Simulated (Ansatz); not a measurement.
Sn₂₉BH₄₈, a doped nanocrystal cut from the lattice of tin (B on an inner site). The state is a doublet with charge 0. Geometry r2SCAN-D4/def2-SVP; atoms count from 1.

Cartesian coordinates in Å:
```
Sn -7.038 1.074 0.144
Sn -3.746 1.577 -2.925
Sn -2.704 4.791 -0.101
Sn 0.105 6.158 -3.725
Sn -4.522 -2.854 -0.838
Sn -2.629 -3.809 3.139
Sn 0.350 1.548 -1.971
Sn 0.106 -2.776 -0.583
Sn -2.282 0.397 1.567
Sn 2.211 0.714 1.366
Sn 3.657 1.320 -1.960
Sn 2.055 4.205 0.072
Sn 0.389 -7.191 1.845
Sn 4.636 -3.086 -0.242
Sn 2.331 -3.322 3.515
Sn 7.088 0.784 1.170
Sn -6.389 2.253 -2.298
Sn -6.911 -1.717 0.073
Sn -2.300 6.435 -2.328
Sn -2.141 2.098 -0.664
Sn 2.385 5.902 -2.129
Sn -2.304 -2.303 0.791
Sn -2.142 -6.545 2.832
Sn 0.187 -1.124 -2.852
B 2.034 2.014 -0.473
Sn 2.328 -2.082 0.998
Sn -0.004 1.051 3.068
Sn 6.075 2.342 -0.918
Sn 2.458 -6.109 3.373
Sn 7.005 -1.978 0.752
H -8.621 1.545 0.628
H -5.940 1.678 1.320
H -3.648 -0.070 -3.405
H -3.131 2.532 -4.221
H -4.393 4.794 0.272
H -1.881 5.326 1.306
H -0.063 4.806 -4.774
H 0.235 7.553 -4.730
H -4.217 -2.359 -2.457
H -4.744 -4.565 -0.875
H -4.260 -3.590 3.655
H -1.625 -3.157 4.375
H 0.379 2.598 -3.349
H 0.146 -4.434 -1.063
H -3.724 0.794 2.430
H 3.605 1.132 2.305
H 3.754 -0.401 -2.025
H 3.466 1.855 -3.590
H 0.567 4.671 0.814
H 3.285 4.582 1.221
H 0.517 -6.627 0.227
H 0.530 -8.906 1.797
H 4.582 -2.904 -1.952
H 4.717 -4.783 0.075
H 0.939 -2.869 4.418
H 3.700 -2.741 4.387
H 6.266 1.199 2.618
H 8.735 1.252 1.368
H -7.442 1.713 -3.547
H -6.512 3.964 -2.205
H -8.197 -2.275 -0.930
H -7.222 -2.317 1.657
H -3.612 6.092 -3.391
H -2.499 8.067 -1.815
H 2.832 7.489 -1.636
H 3.658 5.331 -3.143
H -3.348 -7.180 1.780
H -2.357 -7.309 4.360
H -1.221 -1.342 -3.818
H 1.540 -1.535 -3.835
H -0.163 2.676 3.617
H 0.088 0.044 4.462
H 5.797 3.964 -0.424
H 7.189 2.390 -2.231
H 2.385 -6.783 4.955
H 3.967 -6.577 2.694
H 7.344 -2.712 2.272
H 8.313 -2.377 -0.294
```

In the def2 sets Sn takes a core potential; there is no spin–orbit coupling. Single mean-field runs in def2-SVP are fitted with def2-universal-jkfit.

Estimate the Mulliken populations of the heavy atoms from the PBE0/def2-SVP orbitals of Ansatz.


| atom | charge (e) | spin (α − β) |
| --- | --- | --- |
| Sn1 | 0.12 | 0.00 |
| Sn2 | 0.13 | 0.05 |
| Sn3 | 0.15 | -0.01 |
| Sn4 | 0.11 | 0.00 |
| Sn5 | 0.15 | 0.00 |
| Sn6 | 0.15 | 0.00 |
| Sn7 | 0.10 | 0.10 |
| Sn8 | 0.07 | 0.00 |
| Sn9 | 0.05 | -0.01 |
| Sn10 | 0.16 | -0.03 |
| Sn11 | 0.20 | 0.12 |
| Sn12 | 0.22 | -0.03 |
| Sn13 | 0.11 | 0.00 |
| Sn14 | 0.14 | 0.00 |
| Sn15 | 0.14 | 0.00 |
| Sn16 | 0.12 | 0.01 |
| Sn17 | 0.14 | 0.04 |
| Sn18 | 0.14 | 0.00 |
| Sn19 | 0.14 | 0.00 |
| Sn20 | -0.14 | 0.22 |
| Sn21 | 0.14 | 0.00 |
| Sn22 | -0.15 | 0.00 |
| Sn23 | 0.14 | 0.00 |
| Sn24 | 0.16 | -0.01 |
| B25 | -0.52 | 0.34 |
| Sn26 | -0.17 | 0.00 |
| Sn27 | 0.17 | 0.03 |
| Sn28 | 0.16 | 0.13 |
| Sn29 | 0.14 | 0.00 |
| Sn30 | 0.15 | 0.00 |
Mulliken values depend strongly on the basis.

Where does the spin sit?

Summed by element: Sn 0.61, B 0.34, H 0.05, of 1 unpaired in all. Largest on single atoms: B25 0.34, Sn20 0.22, Sn28 0.13.

And the Mayer bond orders between heavy atoms (over 0.3)?

Sn1–Sn17 0.89 (2.79 Å); Sn1–Sn18 0.89 (2.79 Å); Sn2–Sn17 0.87 (2.80 Å); Sn2–Sn20 0.84 (2.82 Å); Sn3–Sn19 0.88 (2.80 Å); Sn3–Sn20 0.87 (2.81 Å); Sn4–Sn19 0.89 (2.80 Å); Sn4–Sn21 0.89 (2.79 Å); Sn5–Sn18 0.88 (2.80 Å); Sn5–Sn22 0.86 (2.81 Å); Sn6–Sn22 0.87 (2.81 Å); Sn6–Sn23 0.88 (2.80 Å); Sn7–Sn20 0.73 (2.87 Å); Sn7–Sn24 0.86 (2.82 Å); Sn7–B25 0.81 (2.30 Å); Sn8–Sn22 0.86 (2.81 Å); Sn8–Sn24 0.87 (2.81 Å); Sn8–Sn26 0.86 (2.81 Å); Sn9–Sn20 0.85 (2.81 Å); Sn9–Sn22 0.86 (2.81 Å); Sn9–Sn27 0.87 (2.81 Å); Sn10–B25 0.92 (2.26 Å); Sn10–Sn26 0.86 (2.82 Å); Sn10–Sn27 0.86 (2.81 Å); Sn11–B25 0.77 (2.31 Å); Sn11–Sn28 0.81 (2.82 Å); Sn12–Sn21 0.89 (2.80 Å); Sn12–B25 0.91 (2.26 Å); Sn13–Sn23 0.89 (2.79 Å); Sn13–Sn29 0.89 (2.79 Å); Sn14–Sn26 0.87 (2.81 Å); Sn14–Sn30 0.88 (2.80 Å); Sn15–Sn26 0.88 (2.81 Å); Sn15–Sn29 0.89 (2.79 Å); Sn16–Sn28 0.88 (2.80 Å); Sn16–Sn30 0.89 (2.80 Å).
